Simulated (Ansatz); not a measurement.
B9N9H24⁺, a nanocrystal cut from wurtzite BN (hydrogen-capped). Charge 1, multiplicity 2. Geometry PBE-D4/def2-SVP, that of the neutral singlet.

```xyz
42

B     0.206   -1.342   -2.817
N     0.435    0.245   -3.010
N    -0.025   -1.521   -1.259
B     1.247   -1.097   -0.438
B     0.358    1.071   -1.659
N     1.427    0.489   -0.666
N     1.002   -1.297    1.102
B     2.279   -0.890    1.949
B     1.375    1.293    0.681
N     2.464    0.689    1.662
B    -1.321   -0.771   -0.781
N    -1.040    0.802   -0.997
N    -1.540   -0.974    0.762
B    -0.284   -0.545    1.604
B    -1.143    1.613    0.344
N    -0.044    1.020    1.295
B    -2.852   -0.238    1.262
N    -2.564    1.327    0.988
H     1.222   -1.936   -3.177
H    -0.796   -1.677   -3.447
H     1.343    0.420   -3.459
H    -0.252    0.624   -3.674
H    -0.169   -2.533   -1.141
H     2.242   -1.710   -0.813
H     0.541    2.264   -1.891
H     2.351    0.651   -1.083
H     0.887   -2.302    1.288
H     3.276   -1.486    1.544
H     2.074   -1.054    3.150
H     1.587    2.493    0.515
H     3.400    0.871    1.278
H     2.448    1.214    2.546
H    -2.304   -1.132   -1.421
H    -1.755    1.173   -1.634
H    -1.727   -1.970    0.938
H    -0.468   -0.732    2.803
H    -1.003    2.822    0.168
H    -0.098    1.535    2.182
H    -3.826   -0.585    0.596
H    -3.010   -0.406    2.471
H    -3.293    1.720    0.379
H    -2.649    1.862    1.862
```

LC-ωPBE has ω = 0.4 bohr⁻¹. Single mean-field runs in def2-TZVP are fitted with def2-universal-jkfit. At PBE-D4/def2-TZVP an occupied level lies above an empty one. At PBE-D4/def2-TZVP the gap within one spin of the charge 1 doublet nearly closes, so an electron or hole may be smeared out by delocalisation error.

(1) Estimate the α-spin orbital energies around the gap (eV) in Ansatz with PBE-D4/def2-TZVP, PBE0-D4/def2-TZVP, LC-ωPBE/def2-TZVP.

Results:

(1) 
```json
{"orbital": "HOMO−5", "PBE-D4/def2-TZVP": "-10.61", "PBE0-D4/def2-TZVP": "-11.99", "LC-ωPBE/def2-TZVP": "-15.05"}
{"orbital": "HOMO−4", "PBE-D4/def2-TZVP": "-10.60", "PBE0-D4/def2-TZVP": "-11.96", "LC-ωPBE/def2-TZVP": "-14.74"}
{"orbital": "HOMO−3", "PBE-D4/def2-TZVP": "-10.52", "PBE0-D4/def2-TZVP": "-11.92", "LC-ωPBE/def2-TZVP": "-14.47"}
{"orbital": "HOMO−2", "PBE-D4/def2-TZVP": "-10.27", "PBE0-D4/def2-TZVP": "-11.56", "LC-ωPBE/def2-TZVP": "-14.27"}
{"orbital": "HOMO−1", "PBE-D4/def2-TZVP": "-10.15", "PBE0-D4/def2-TZVP": "-11.47", "LC-ωPBE/def2-TZVP": "-14.07"}
{"orbital": "HOMO", "PBE-D4/def2-TZVP": "-10.15", "PBE0-D4/def2-TZVP": "-11.46", "LC-ωPBE/def2-TZVP": "-13.88"}
{"orbital": "LUMO", "PBE-D4/def2-TZVP": "-4.06", "PBE0-D4/def2-TZVP": "-3.22", "LC-ωPBE/def2-TZVP": "-1.42"}
{"orbital": "LUMO+1", "PBE-D4/def2-TZVP": "-3.51", "PBE0-D4/def2-TZVP": "-2.68", "LC-ωPBE/def2-TZVP": "-1.00"}
{"orbital": "LUMO+2", "PBE-D4/def2-TZVP": "-3.50", "PBE0-D4/def2-TZVP": "-2.66", "LC-ωPBE/def2-TZVP": "-0.75"}
{"orbital": "LUMO+3", "PBE-D4/def2-TZVP": "-3.48", "PBE0-D4/def2-TZVP": "-2.63", "LC-ωPBE/def2-TZVP": "-0.64"}
{"orbital": "LUMO+4", "PBE-D4/def2-TZVP": "-2.95", "PBE0-D4/def2-TZVP": "-2.08", "LC-ωPBE/def2-TZVP": "-0.12"}
{"orbital": "LUMO+5", "PBE-D4/def2-TZVP": "-2.94", "PBE0-D4/def2-TZVP": "-2.07", "LC-ωPBE/def2-TZVP": "-0.07"}
{"orbital": "β HOMO", "PBE-D4/def2-TZVP": "-10.07", "PBE0-D4/def2-TZVP": "-11.18", "LC-ωPBE/def2-TZVP": "-13.77"}
{"orbital": "β LUMO", "PBE-D4/def2-TZVP": "-10.16", "PBE0-D4/def2-TZVP": "-10.30", "LC-ωPBE/def2-TZVP": "-9.26"}
```
